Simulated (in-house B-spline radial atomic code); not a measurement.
**Binding energies in Br⁴⁺**

NIST's tabulated ground configuration is [Ar] 3d10 4s2 4p1; each binding energy is the energy of the ion with one electron taken from that subshell, relaxed, less that of the parent. Level of theory: Dirac-Hartree-Fock, average of configuration, Fermi nucleus of rms radius 4.1629 fm; calculated with a B-spline radial code for spherical atoms. Energies include first-order Breit, QED and recoil terms.

```csv
subshell,X-ray name,binding energy (eV),-ε (eV),relaxation (eV)
2s,L1,1855.2,1881.2,23.4
3s,M1,325.7,331.5,5.4
3d3/2,M4,134.8,140.3,5.5
3d5/2,M5,133.8,139.2,5.4
4s,N1,72.06,72.44,0.34
4p,"N2,3",58.32,58.56,0.21
```

Relaxation = -ε minus the binding energy without Breit, QED and recoil terms.
